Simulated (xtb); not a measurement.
C₃H₇NSi, SMILES NC=C=C[SiH3]. All values are semi-empirical tight-binding results from xtb (GFN2-xTB unless named), good for trends rather than for accurate numbers. Coordinates come from a GFN2-xTB optimisation. The structure was generated by enumeration; whether it is a known compound was not checked. One conformer was computed; it need not be the lowest.

```
Property                                              Result
---------------------------------------------  -------------
orbital gap                                          3.45 eV
dipole moment                                         1.56 D
zero-point energy                              53.5 kcal/mol
G − E(el) at 298.15 K (modified RRHO)          33.8 kcal/mol
static polarisability (D4 model)                  74.0 bohr³
solvation energy, GFN2-xTB/ALPB(water)         -2.7 kcal/mol
solvation energy, GFN2-xTB/ALPB(acetonitrile)  -4.6 kcal/mol
```
